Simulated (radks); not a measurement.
The barium ion Ba3+, configuration [Kr] 4d10 5s2 5p5 (the NIST ground configuration). Method: scalar-relativistic Kohn-Sham, r2SCAN, spin-polarised, spherical densities, finite nucleus; open shells are filled with parallel spins first (spin-orbit coupling, left out, can overturn this in heavy ions); meta-GGA in the generalised Kohn-Sham scheme; Fermi nuclear charge, rms radius 4.8378 fm; computed with a radial shooting solver on a logarithmic mesh with Libxc functionals.

Unscreened Slater integrals over Kohn-Sham orbitals (cm^-1). They are taken over the spin-up orbitals.

F0(5p,5p): 107940
F2(5p,5p): 58846
F0(5p,5s): 114270
G1(5p,5s): 77352
F0(5p,4d): 133870
F2(5p,4d): 39098
G1(5p,4d): 11532
G3(5p,4d): 11112
F0(5s,5s): 122320
F0(5s,4d): 148940
G2(5s,4d): 17121
F0(4d,4d): 247370
F2(4d,4d): 126020
F4(4d,4d): 84163

Derived for the open shells (J is the average intra-shell exchange parameter used in DFT+U). 5p: J = F2/5 = 11770 cm^-1.
